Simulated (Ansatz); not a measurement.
Basis sets compared for Si37H51, a nanocrystal with a defect cut from the lattice of silicon (one cap removed). Total charge 0; doublet. Geometry PBE-D4/def2-SVP. Ansatz on 11 threads of AMD EPYC 7R13 on a shared host and a whole NVIDIA H100 80GB HBM3; times are rough, and most runs start from earlier orbitals.

```xyz
88

Si   -6.172   -1.511    1.872
Si   -3.155   -0.634    4.193
Si   -2.851   -3.118    1.181
Si   -4.004   -0.495   -1.234
Si   -3.825   -2.664   -4.641
Si   -0.198    0.157    6.619
Si    0.406   -2.208    3.769
Si   -1.030    0.341    1.176
Si    1.989    1.179    3.529
Si    2.526   -1.187    0.727
Si   -0.716   -2.094   -1.849
Si   -1.857    0.715   -4.193
Si    1.111    1.328   -1.865
Si    1.354   -1.107   -4.916
Si    5.836    0.038    3.034
Si    3.979    2.348    0.445
Si    4.703   -0.169   -2.254
Si    3.206    2.292   -4.841
Si   -1.244   -1.478    5.280
Si   -4.215   -2.308    2.920
Si   -5.775    0.106    0.200
Si   -2.535    1.144    2.789
Si   -2.094   -1.310   -0.119
Si   -4.922   -2.193   -2.599
Si   -3.638    1.267   -2.751
Si   -2.871   -0.783   -5.703
Si    0.760    1.931    5.394
Si    3.970    0.292    4.466
Si    0.894   -0.475    2.256
Si   -0.397    2.102   -0.240
Si    2.759    3.056    2.336
Si    3.037    0.557   -0.761
Si    0.010   -0.290   -3.167
Si    1.712    3.135   -3.258
Si    2.141    0.710   -6.200
Si    6.045    1.712    1.383
Si    5.168    1.557   -3.795
H    -7.133   -0.962    2.898
H    -6.833   -2.691    1.200
H    -4.127   -0.152    5.246
H    -3.683   -4.013    0.295
H    -1.691   -3.928    1.696
H    -4.862   -3.239   -5.578
H    -2.770   -3.721   -4.442
H    -1.169    0.704    7.638
H     0.925   -0.525    7.365
H    -0.004   -3.457    3.035
H     1.663   -2.519    4.544
H     2.104   -2.419   -0.029
H     3.764   -1.540    1.512
H    -1.541   -3.023   -2.703
H     0.461   -2.878   -1.333
H    -1.395    1.931   -4.962
H     0.521   -2.043   -5.760
H     2.515   -1.889   -4.362
H     5.818   -1.318    2.380
H     7.071    0.099    3.903
H     4.216    3.502   -0.501
H     4.247   -1.405   -2.986
H     5.935   -0.528   -1.458
H    -1.668   -2.624    6.172
H    -4.598   -3.442    3.844
H    -5.526    1.455    0.823
H    -7.017    0.221   -0.651
H    -3.743    1.724    2.101
H    -1.880    2.244    3.581
H    -5.087   -3.476   -1.821
H    -6.305   -1.705   -2.963
H    -4.886    1.338   -3.604
H    -3.480    2.598   -2.067
H    -3.992   -0.033   -6.382
H    -1.909   -1.244   -6.771
H     1.726    2.662    6.297
H    -0.302    2.914    4.976
H     3.694   -1.023    5.154
H     4.383    1.281    5.531
H     0.242    3.200    0.569
H    -1.617    2.680   -0.908
H     1.661    4.035    2.021
H     3.741    3.751    3.253
H     0.474    3.692   -3.913
H     2.349    4.217   -2.423
H     0.948    1.366   -6.849
H     3.072    0.232   -7.287
H     6.620    2.937    2.054
H     7.025    1.258    0.329
H     5.759    2.712   -3.026
H     6.176    1.101   -4.820
```

B3LYP takes the VWN-RPA correlation. Single mean-field runs in 6-31G, def2-SVP, def2-mTZVP are fitted with def2-universal-jkfit.

Binding counts from free atoms (Si triplet, H doublet) in the same basis, without a counterpoise term.

| level | functions | energy (Eh) | HOMO (eV) | LUMO (eV) | binding per atom (eV) | wall time |
| --- | --- | --- | --- | --- | --- | --- |
| HF/STO-3G | 384 | -10597.8932 | -4.96 | 5.60 | 3.66 | 4 s |
| HF/6-31G | 583 | -10718.5359 | -7.92 | 0.08 | 2.00 | 7 s |
| r2SCAN-D4/def2-mTZVP | 967 | -10741.4716 | -5.28 | -3.73 | 3.22 | 10 s |
| B3LYP-D4/6-31G | 583 | -10741.8105 | -5.48 | -3.31 | 2.98 | 8 s |

(1) Estimate the rows for r2SCAN-D4/def2-SVP, B3LYP-D4/def2-SVP (with forces).

Answers

(1) 
```tsv
level	functions	energy (Eh)	HOMO (eV)	LUMO (eV)	binding per atom (eV)	wall time
r2SCAN-D4/def2-SVP	921	-10738.1199	-5.31	-3.78	3.28	9 s
B3LYP-D4/def2-SVP (with forces)	921	-10739.9163	-5.62	-3.47	3.24	19 s
```
